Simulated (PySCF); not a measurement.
# Spinor energies of C⁴⁺ (carbon, charge +4)

Start: 1s2. Calculated with PySCF 2.14 in x2c-TZVPall-2c (5s3p2d1f, 31 functions): generalised Hartree-Fock with the X2C-1e Hamiltonian and a Gaussian nucleus; one run each with spin-orbit coupling (SO) switched off, then screened by Boettger's factors.

```csv
spinor shell,electrons,"ε, spin-free (eV)","ε, screened SO (eV)",weight of nominal j (screened SO),"rms radius, screened SO (bohr)"
1s1/2,2,-392.46,-392.46,1.000,0.309
```

```json
{"quantity": "E (hartree)", "spin-free": "-32.37423", "screened SO": "-32.37423"}
{"quantity": "M_J", "spin-free": "0", "screened SO": "0"}
{"quantity": "⟨J²⟩", "spin-free": "0.000", "screened SO": "0.000"}
{"quantity": "⟨L²⟩", "spin-free": "0.000", "screened SO": "0.000"}
{"quantity": "⟨S²⟩", "spin-free": "0.000", "screened SO": "0.000"}
```

Without spin-orbit coupling the j labels of p, d and f shells carry no meaning; the spin-free column gives the mean over the occupied spinors of each nl shell.
